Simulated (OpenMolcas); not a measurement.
**BSiN2H5 (SMILES N[SiH]1BN1): methods side by side**

The species is BSiN2H5 (9 atoms), meant as a singlet with charge 0. As SMILES, `N[SiH]1BN1`. The shape is that of a PBE0-D4/def2-TZVP optimisation. This is one conformer, not always the lowest.

| atom | x (Å) | y (Å) | z (Å) |
| --- | --- | --- | --- |
| N | -0.6378 | 1.5881 | 0.2182 |
| Si | 0.2589 | 0.1755 | 0.5305 |
| B | -0.2339 | -1.6258 | 0.1102 |
| N | 0.6505 | -0.9716 | -0.7384 |
| H | -0.2213 | 2.5033 | 0.2129 |
| H | -1.5618 | 1.5773 | -0.1773 |
| H | 1.4412 | 0.6209 | 1.3052 |
| H | -0.7413 | -2.7024 | 0.1144 |
| H | 1.1340 | -1.2116 | -1.5929 |

Quantity: the dipole moment, in D. The values are calculated.

```json
{"level": "HF/cc-pVDZ", "kind": "Hartree–Fock", "program": "OpenMolcas", "value (D)": "1.96", "CPU time": "6.3 s"}
{"level": "SVWN5/cc-pVDZ", "kind": "LDA", "program": "OpenMolcas", "value (D)": "2.36", "CPU time": "19 s"}
{"level": "PBE/cc-pVDZ", "kind": "GGA", "program": "OpenMolcas", "value (D)": "2.30", "CPU time": "30 s"}
{"level": "revPBE/cc-pVDZ", "kind": "GGA", "program": "OpenMolcas", "value (D)": "2.28", "CPU time": "29 s"}
{"level": "TPSS/cc-pVDZ", "kind": "meta-GGA", "program": "OpenMolcas", "value (D)": "2.25", "CPU time": "41 s"}
{"level": "r2SCAN/cc-pVDZ", "kind": "meta-GGA", "program": "OpenMolcas", "value (D)": "2.25", "CPU time": "41 s"}
{"level": "B3LYP/cc-pVDZ", "kind": "global hybrid", "program": "OpenMolcas", "value (D)": "2.18", "CPU time": "29 s"}
{"level": "M06-2X/cc-pVDZ", "kind": "hybrid meta-GGA", "program": "OpenMolcas", "value (D)": "2.14", "CPU time": "36 s"}
```

The values span 1.96 to 2.36 D. Magnitudes only. CPU times are rough (shared hosts, several kinds of processor and program).
